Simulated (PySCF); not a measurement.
**M06-L on Ru⁺ (ruthenium, charge +1)**

Configuration: [Kr] 4d7, high-spin 4F determinant. Calculation: PySCF 2.14, in cc-pVDZ-PP with ECP28MDF; a scalar-relativistic core potential.

| Item | Value |
| --- | --- |
| Total energy | -94.2746 hartree |
| One-electron energy | -160.4496 hartree |
| Hartree (Coulomb) energy | 76.2426 hartree |
| Exchange-correlation energy | -10.0676 hartree |
| ⟨S²⟩ | 3.7553 |
| ⟨L²⟩ | 12.017 |
| Sum of ⟨r⟩ | 20.43 bohr |
| Sum of ⟨r²⟩ | 33.73 bohr² |
| Traceless quadrupole moment −½Σ⟨3z² − r²⟩ along its main axis | 0.00636 e·bohr² |
| Time after the integrals | 1.1 s of wall time on 1 thread of Neoverse-N1 (shared host) |

```
shell  electrons  mean orbital energy (eV)  spread (eV)  rms radius, mean of both spins (bohr)
 4s α          1                   -86.651            0                                   1.09
 4s β          1                   -84.404            0                                   1.09
 4p α          3                   -56.053            0                                   1.22
 4p β          3                   -53.298        0.000                                   1.22
 4d α          5                   -13.118        0.595                                   1.79
 4d β          2                   -11.577        0.005                                   1.79
```

Energies and moments cover only the electrons outside the core potential.
